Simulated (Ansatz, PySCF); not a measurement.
This PySCF input computes a B3LYP/def2-TZVPD energy:

```python
from pyscf import gto, scf, dft

mol = gto.M(
    atom='''
    Cl   -1.70065562   -0.32158786    0.05694345
    Si    0.00102501    0.63883195   -0.00618000
    Cl    1.69961322   -0.32808452   -0.05065858
    H     0.00337071    2.10078307   -0.02032277
    ''',
    basis='def2-tzvpd',
    charge=1,
    spin=0,
    verbose=4,
)

mf = dft.RKS(mol, xc='b3lyp').density_fit(auxbasis='def2-universal-jkfit')
mf.grids.level = 3
mf.conv_tol = 1e-9
mf.max_cycle = 100
mf.max_memory = 1500
mf.kernel()
if not mf.converged:
    mf = mf.newton()
    mf.kernel(mf.make_rdm1())
mf.analyze()
```

Problem. Write an input for the same energy in Ansatz (a quantum-chemistry and plane-wave program) and say what it gives.

Solution. 
Ansatz 0.2 input:
```yaml
crystal:
  periodic: [false, false, false]
  atoms:
    - {symbol: Cl, position_ang: [-1.70065562, -0.32158786, 0.05694345]}
    - {symbol: Si, position_ang: [0.00102501, 0.63883195, -0.00618000]}
    - {symbol: Cl, position_ang: [1.69961322, -0.32808452, -0.05065858]}
    - {symbol: H, position_ang: [0.00337071, 2.10078307, -0.02032277]}
basis:
  gaussian:
    orbitals: def2-TZVPD
hamiltonian:
  xc: {name: B3LYP}
total_charge: 1
output: {forces: true}
```
It gives -1210.34187 Eh, and PySCF -1210.34191 Eh, a difference of 0.04 mEh, from the treatment of integrals and grids.
